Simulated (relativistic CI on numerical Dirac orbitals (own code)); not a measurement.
## What each ingredient does to the levels of La23+

Base calculation: Dirac-Coulomb-Breit CI, orbitals from a KLI potential per configuration, QED by a radiative potential, unscaled Slater integrals.

CI space (outside the closed core [Ar] 3d10): 4s²4p⁴, 4s4p⁵, 4s²4p³4d, 4p⁶, 4s4p⁴4d, 4s²4p³4f, 4s4p⁴4f, 4p⁵4d, 4s4p³4d², 4s²4p²4d4f, 4p⁵4f, 4p⁴4d², 4p³4d³, 4p³4d²4f. Double excitations out of closed p, d and f shells are left out; levels of such configurations are missing from the list, as are those of other unlisted configurations, and high levels can miss mixing partners.

The lowest level and the first level of each name with at least 55 % of one term (blank where a level has no safe partner in the second run):

| Level | Base (cm⁻¹) | Shift (cm⁻¹) |
| --- | --- | --- |
| 4s²4p⁴ ³P2 | 0 | 0 |
| 4s²4p⁴ ³P1 | 166457 | +8 |
| 4s²4p⁴ ¹D2 | 193218 | +3 |
| 4s4p⁵ ³P°2 | 615965 | +59 |
| 4s4p⁵ ³P°0 | 787585 | +41 |
| 4s²4p³4d ³D°1 | 872350 | -65 |
| 4s²4p³4d ³F°3 | 905258 | -62 |
| 4s²4p³4d ³D°3 | 922000 | -61 |
| 4s²4p³4d ³G°4 | 929274 | -63 |
| 4s²4p³4d ³G°5 | 969591 | -64 |
| 4s²4p³4d ³S°1 | 1071504 | -51 |
| 4p⁶ ¹S0 | 1333951 | +69 |
| 4s4p⁴4d ⁵D3 | 1368807 | +7 |
| 4s4p⁴4d ⁵D2 | 1369612 | +10 |

At this charge energies of transitions that change n are usually good to better than 1 %, and those within a shell (Δn = 0) to a few per cent.

One thing was changed in a second run, which moved the levels as shown. Which?
A. Breit term removed
B. P86 correlation estimate
C. configuration mixing switched off
D. one mean potential for all configurations
E. QED terms removed

D. One mean potential for all configurations. One potential for all configurations removes the relaxation of the orbitals, which moves whole configurations and changes the integrals a little.

LS names give the leading component of a level, which can be under half, so a name can repeat, a term be missing and a line seem to break the LS rules.
